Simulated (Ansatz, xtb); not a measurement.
# Isomers of C4H11Al in order of energy

8 gas-phase structures of C4H11Al, found in a search over its isomers (lower ones may exist). Each was relaxed with GFN2-xTB; where two conformers were screened, the lower at r2SCAN-D4/def2-SVP is listed:

A. `CC[CH2][AlH][CH3]`, a singlet
B. `CC[C@H](C)[AlH2]`, a singlet
C. `[CH3][AlH][CH](C)C`, a singlet
D. `CC(C)[CH2][AlH2]`, a singlet
E. `CCC[CH2][AlH2]`, a singlet
F. `C[CH2][Al]([CH3])[CH3]`, a singlet
G. `C[CH2][AlH][CH2]C`, a singlet
H. `C[C](C)(C)[AlH2]`, a singlet

Problem. Estimate their order in r2SCAN-D4/def2-SVP energy at these geometries, lowest first.

Solution. Calculated order at r2SCAN-D4/def2-SVP: F (0.000), A (0.421), C (0.564), G (0.694), D (0.793), E (0.846), B (0.941), H (0.982) eV. Less than 1 kcal/mol parts B and H, so the order within that pair means little.

Energies above the lowest of each column, in eV; the last columns are at PBE0-D3(BJ)/def2-SVP geometries and were run for some of them only (a dash: not run or not comparable):

```json
{"structure": "F", "GFN2-xTB": "1.087", "HF/STO-3G": "0.000", "r2SCAN-D4/def2-SVP": "0.000", "PBE0-D3(BJ)/def2-SVP": "0.000", "CCSD(T)/def2-SVP + ΔMP2/def2-TZVPP": "0.000"}
{"structure": "A", "GFN2-xTB": "0.537", "HF/STO-3G": "0.676", "r2SCAN-D4/def2-SVP": "0.421", "PBE0-D3(BJ)/def2-SVP": "0.357", "CCSD(T)/def2-SVP + ΔMP2/def2-TZVPP": "0.404"}
{"structure": "C", "GFN2-xTB": "0.720", "HF/STO-3G": "0.761", "r2SCAN-D4/def2-SVP": "0.564", "PBE0-D3(BJ)/def2-SVP": "0.492", "CCSD(T)/def2-SVP + ΔMP2/def2-TZVPP": "–"}
{"structure": "G", "GFN2-xTB": "0.845", "HF/STO-3G": "0.800", "r2SCAN-D4/def2-SVP": "0.694", "PBE0-D3(BJ)/def2-SVP": "–", "CCSD(T)/def2-SVP + ΔMP2/def2-TZVPP": "–"}
{"structure": "D", "GFN2-xTB": "0.000", "HF/STO-3G": "1.265", "r2SCAN-D4/def2-SVP": "0.793", "PBE0-D3(BJ)/def2-SVP": "–", "CCSD(T)/def2-SVP + ΔMP2/def2-TZVPP": "–"}
{"structure": "E", "GFN2-xTB": "0.066", "HF/STO-3G": "1.308", "r2SCAN-D4/def2-SVP": "0.846", "PBE0-D3(BJ)/def2-SVP": "–", "CCSD(T)/def2-SVP + ΔMP2/def2-TZVPP": "–"}
{"structure": "B", "GFN2-xTB": "0.209", "HF/STO-3G": "1.356", "r2SCAN-D4/def2-SVP": "0.941", "PBE0-D3(BJ)/def2-SVP": "–", "CCSD(T)/def2-SVP + ΔMP2/def2-TZVPP": "–"}
{"structure": "H", "GFN2-xTB": "0.268", "HF/STO-3G": "1.363", "r2SCAN-D4/def2-SVP": "0.982", "PBE0-D3(BJ)/def2-SVP": "–", "CCSD(T)/def2-SVP + ΔMP2/def2-TZVPP": "–"}
```

CCSD(T)/def2-SVP + ΔMP2/def2-TZVPP puts F lowest of those it was run on; GFN2-xTB picks D. Flexible structures stand in one conformer each, not always the lowest. Frequencies (PBE0-D3(BJ)/def2-SVP) were run for A, F alone. ΔMP2 is the change of the MP2 energy from the smaller to the larger basis.

Over these structures GFN2-xTB departs from r2SCAN-D4/def2-SVP by 0.566 eV on average once a common shift is removed. A GFN2-xTB relaxation took about 0.088 s and the r2SCAN-D4/def2-SVP energy about 2.4 s on a shared host (Ansatz 0.2.0, xtb 6.7.1).
